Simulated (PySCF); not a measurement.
# Stationary points of SI₃⁺

All numbers come from PBE0/[S def2-SVP, I def2-SVP with ECP28], scalar-relativistic core potentials, density fitting, no spin–orbit coupling, PySCF.

Relaxations began from a few typed shapes. The search is not exhaustive: other isomers or separated fragments can lie lower, and high-lying points may rest on an excited occupation.

Problem. Which is the lowest minimum found?
A. singlet D3h: S–I 2.392 Å (×3); I–S–I 120.0° (×3)
B. singlet C3v: S–I 2.426 Å (×3); I–S–I 107.2° (×3)

Solution. B. The others lie at 103.5 (singlet D3h, a saddle point) kJ/mol above it.

Counting electrons, sulfur keeps 2 of its valence electrons outside its bonds, so the VSEPR class is AX3E1 and the expected shape is trigonal pyramidal (C3v), as computed.
